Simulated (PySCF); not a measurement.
Compound: Ge2H5S (doublet state).
Cartesian coordinates in Å at the PBE0-D3(BJ)/def2-SVP level; atoms count from 1:
```
atom  x, y, z in Å
Ge1    1.8837   -0.4712    0.0220
S2     0.2559    0.1095    1.4279
Ge3   -1.4782    0.0431    0.0160
H4     1.7528    0.3533   -1.2898
H5     3.1988   -0.1152    0.7576
H6    -1.3037    1.1189   -1.0704
H7    -1.5733   -1.3491   -0.6318
H8    -2.7179    0.3294    0.8750
```

Computed with PBE0-D3(BJ)/def2-SVP geometry optimisation, gas phase in PySCF.

Masses are those of the commonest isotopes; rigid-rotor values at the optimised geometry. The values belong to one conformer with, in the numbering `[GeH2:1][S:2][GeH3:3]`, H–Ge1–S2–Ge3 47° and 166°.

**Question.** Give the principal moments of inertia and the rotational constants in MHz.

**Answer.** Ia = 64.60, Ib = 457.13, Ic = 512.84 u·Å²; 505379 MHz·u·Å²/I gives A = 7823, B = 1106, C = 985.5 MHz.

**Question.** What kind of rotor is it?

**Answer.** A near-prolate asymmetric top: κ = (2 × 1106 − 7823 − 985.5)/(7823 − 985.5) = -0.96.

**Question.** Is it planar, by Δ = Ic − Ia − Ib?

**Answer.** Not planar: Δ = Ic − Ia − Ib = -8.89 u·Å². For a rigid frame Δ = −2 Σ m c², so Σ m c² = 4.44 u·Å² lies off the ab plane: 4.39 from hydrogen and 0.05 from heavier atoms. The atom farthest from that plane is 1.29 Å away.

**Question.** Give the other two planar moments, Paa and Pbb, and the rms extents of the mass along the axes.

**Answer.** Paa = Σ m a² = (Ib + Ic − Ia)/2 = 452.68 and Pbb = Σ m b² = (Ia + Ic − Ib)/2 = 60.16 u·Å². With the mass M = 184.85 u, the rms extents √(P/M) along a, b and c are 1.56, 0.57, 0.16 Å.

**Question.** Where do the levels up to J = 4 lie, in K?

**Answer.** Above 0(0,0), as E/k:
J = 1: 1(0,1) 0.100, 1(1,1) 0.423, 1(1,0) 0.429
J = 2: 2(0,2) 0.301, 2(1,2) 0.618, 2(1,1) 0.635, 2(2,1) 1.602, 2(2,0) 1.602
J = 3: 3(0,3) 0.602, 3(1,3) 0.910, 3(1,2) 0.945, 3(2,2) 1.903, 3(2,1) 1.904, 3(3,1) 3.530, 3(3,0) 3.530
J = 4: 4(0,4) 1.002, 4(1,4) 1.300, 4(1,3) 1.357, 4(2,3) 2.305, 4(2,2) 2.306, 4(3,2) 3.931, 4(3,1) 3.931, 4(4,1) 6.208, 4(4,0) 6.208
The levels of one J sum to (2J + 1)J(J + 1)(A + B + C)/3.

**Question.** Which lines would a microwave search look for?

**Answer.** The dipole components are |μa| = 0.41 D, |μb| = 1.26 D, |μc| = 0.03 D. The squared components, which scale the intensities, stand as 0.11 : 1.00 : 0.00 (a : b : c). Some lines, for components of 0.1 D or more:

```
type  branch         J(Ka,Kc)    MHz  lower level (cm⁻¹)
   a       Q  2(1,1) ← 2(1,2)    360               0.429
   a       Q  3(1,2) ← 3(1,3)    721               0.633
   a       R  1(0,1) ← 0(0,0)   2091               0.000
   a       R  3(2,2) ← 2(2,1)   6273               1.114
   a       R  3(1,2) ← 2(1,1)   6452               0.441
   b       Q  1(1,0) ← 1(0,1)   6838               0.070
   b       Q  2(1,1) ← 2(0,2)   6960               0.209
   b       Q  3(1,2) ← 3(0,3)   7145               0.418
   b       R  1(1,1) ← 0(0,0)   8809               0.000
   b       R  2(1,2) ← 1(0,1)  10780               0.070
   b       R  3(1,3) ← 2(0,2)  12691               0.209
   b       Q  3(2,1) ← 3(1,2)  19982               0.657
   b       Q  2(2,0) ← 2(1,1)  20155               0.441
   b       Q  2(2,1) ← 2(1,2)  20514               0.429
   b       R  3(2,2) ← 2(1,1)  26426               0.441
   b       R  3(2,1) ← 2(1,2)  26795               0.429
   b       Q  3(3,0) ← 3(2,1)  33882               1.323
   b       Q  3(3,1) ← 3(2,2)  33890               1.323
   b       R  3(3,1) ← 2(2,0)  40161               1.114
   b       R  3(3,0) ← 2(2,1)  40163               1.114
```

For this open shell read J as N, the rotation without spin; fine and hyperfine splittings come on top. No frequency check. ⟨S²⟩ = 0.752 (exact for a doublet: 0.75). These are rigid-rotor constants of the computed structure; measured ground-state constants (B0) also hold zero-point vibration. A rigid rotor knows nothing of internal rotation, which can split or shift real lines.
